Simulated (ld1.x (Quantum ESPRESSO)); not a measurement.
**aluminium, TM: configuration errors across variants**

```json
{"Element": "Al", "Generator": "ld1.x (Quantum ESPRESSO) 7.5", "Type": "norm-conserving Troullier–Martins (Kleinman–Bylander form)", "Functional": "LDA (PZ)", "Relativity": "non-relativistic", "Frozen core": "[Ne]", "Valence charge": "3", "Reference configuration": "3s2 3p1", "Partial waves": "3p (bound): rc 2.65 bohr; 3d channel at -0.05 Ry: rc 2.30 bohr; 3s (bound): rc 1.85 bohr", "Local potential": "the s channel", "Core correction": "none"}
```

All-electron excitation energies from the reference (eV): (1) 3s2 3p0 5.857; (2) 3s1 3p0 25.199; (3) 3s2 3p0.5 2.129; (4) 3s2 3p1.3 -0.600; (5) 3s1 3p2 5.122; (6) 3s1 3p1 11.637; (7) 3s0 3p3 10.435; (8) 3s2 3p1 spin -0.136; (9) 3s1 3p0 spin 24.772.

Spin tests fill each open shell by Hund’s rule, majority spin first.

Errors AE − PS in meV (a dash: test not solved or not reliable):

```tsv
change	(1)	(2)	(3)	(4)	(5)	(6)	(7)	(8)	(9)	bound ghosts
base	+3.5	+88	+0.6	+0.1	+7.7	+23	+34	+6.7	+222	none
wave 3p (bound): rc 2.65 bohr becomes 3p (bound): rc 1.72 bohr	+3.2	+85	+0.6	+0.1	+9.5	+25	+43	+6.4	+219	none
wave 3p (bound): rc 2.65 bohr becomes 3p (bound): rc 2.00 bohr	+3.4	+88	+0.6	+0.1	+7.9	+23	+35	+6.6	+221	none
wave 3p (bound): rc 2.65 bohr becomes 3p (bound): rc 2.26 bohr	+3.6	+89	+0.6	+0.1	+7.4	+22	+33	+6.7	+222	none
wave 3p (bound): rc 2.65 bohr becomes 3p (bound): rc 2.50 bohr	+3.6	+89	+0.6	+0.1	+7.5	+22	+33	+6.7	+222	none
wave 3p (bound): rc 2.65 bohr becomes 3p (bound): rc 2.70 bohr	+3.5	+88	+0.6	+0.1	+7.7	+23	+34	+6.7	+222	none
wave 3p (bound): rc 2.65 bohr becomes 3p (bound): rc 2.96 bohr	+3.0	+86	+0.5	+0.1	+8.2	+23	+36	+6.6	+220	none
wave 3p (bound): rc 2.65 bohr becomes 3p (bound): rc 3.26 bohr	+2.6	+85	+0.5	+0.1	+8.7	+24	+38	+6.5	+218	none
wave 3p (bound): rc 2.65 bohr becomes 3p (bound): rc 3.54 bohr	+2.3	+84	+0.4	+0.1	+8.9	+25	+39	+6.5	+217	none
wave 3p (bound): rc 2.65 bohr becomes 3p (bound): rc 3.70 bohr	+2.4	+84	+0.4	+0.1	+8.8	+24	+39	+6.5	+218	none
```

Task: Give the same row for: wave 3p (bound): rc 2.65 bohr becomes 3p (bound): rc 3.98 bohr.

Result: +3.3, +87, +0.6, +0.1, +8.2, +23, +37, +6.6, +221; bound ghosts: none.
